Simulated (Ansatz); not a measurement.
Gas-phase electronic energies from Ansatz, PBE0-D4/def2-TZVP geometries. CBS: MP2 limit from def2 TZ/QZ plus the TZ coupled-cluster correction, frozen cores. DFT in def2-TZVPP. Each species was taken in one conformer, which may not be the lowest.

Reaction (formal exchange of groups at the Si–N bond): `CN([SiH3])[SiH2]Cl` + `C1N[SiH2]1` → `[SiH3]C1N[SiH2]1` + `CN[SiH2]Cl`

`CN([SiH3])[SiH2]Cl`:

Z-matrix (Å, degrees):
```
C
N 1 1.464
H 1 1.095 2 112.1
H 1 1.094 2 110.6 3 -120.8
H 1 1.093 2 110.7 3 120.4
Si 2 1.734 1 116.3 3 75.9
Si 2 1.707 1 118.2 3 -93.4
H 6 1.483 2 108.2 1 179.5
H 6 1.488 2 109.2 1 59.1
H 6 1.489 2 111.6 1 -59.7
Cl 7 2.067 2 112.8 1 72.3
H 7 1.477 2 109.2 1 -168.7
H 7 1.481 2 109.3 1 -44.4
```

`C1N[SiH2]1`:

Z-matrix (Å, degrees):
```
C
Si 1 1.829
N 1 1.494 2 61.5
H 1 1.090 2 117.4 3 107.8
H 1 1.087 2 123.6 3 -101.3
H 2 1.481 1 117.8 3 -107.7
H 2 1.478 1 124.7 3 97.4
H 3 1.009 1 116.0 2 119.2
```

`[SiH3]C1N[SiH2]1`:

Z-matrix (Å, degrees):
```
Si
C 1 1.859
H 1 1.487 2 110.5
H 1 1.490 2 111.6 3 120.9
H 1 1.490 2 108.9 3 -120.5
N 2 1.511 1 119.8 3 169.1
Si 2 1.833 1 119.7 3 97.2
H 2 1.090 1 115.1 3 -52.9
H 6 1.011 2 114.8 1 6.8
H 7 1.477 2 123.2 1 -151.9
H 7 1.479 2 118.3 1 2.1
```

`CN[SiH2]Cl`:

```xyz
10

C    -0.623   -0.484    1.171
N    -0.155   -0.634   -0.193
Si    0.451    0.645   -1.130
Cl    2.282    1.392   -0.501
H     0.172   -0.608    1.915
H    -1.417   -1.202    1.390
H    -1.044    0.516    1.302
H     0.164   -1.565   -0.411
H     0.652    0.150   -2.509
H    -0.482    1.790   -1.036
```

```
             level  ΔE (kcal/mol)  difference from CCSD(T)/CBS
        r2SCANh-D4           10.3                         -0.6
        r2SCAN0-D4           10.6                         -0.3
      CAM-B3LYP-D4           11.4                          0.5
           ωB97X-V           10.8                         -0.1
           ωB97M-V           10.8                         -0.1
            r2SCAN            9.9                         -1.0
           r2SCANh           10.1                         -0.8
           r2SCAN0           10.3                         -0.6
           LC-ωPBE           10.0                         -0.9
RPA@PBE/def2-TZVPP           11.5                          0.6
     CCSD/def2-SVP           11.2                          0.3
    MP2/def2-TZVPP           11.6                          0.7
SCS-MP2/def2-TZVPP           11.9                          1.0
     HF/def2-QZVPP           12.5                          1.6
SCS-MP2/def2-QZVPP           11.8                          0.9
    CCSD/CBS(def2)           11.2                          0.3
       CCSD(T)/CBS           10.9                            0
```

Largest T1 diagnostic among the species: 0.013.

From PBE to PBE0 (25 % exact exchange), in def2-TZVPP and without D4, ΔE moves by +0.9 kcal/mol. The D4 term adds +0.9 kcal/mol with B3LYP and +0.5 kcal/mol with PBE0; it sums over pairs of atoms, weighted by their polarisabilities, and B3LYP, whose exchange is more repulsive, gets the larger term.

B3LYP here is the variant with VWN-RPA as its local correlation; programs differ in this.
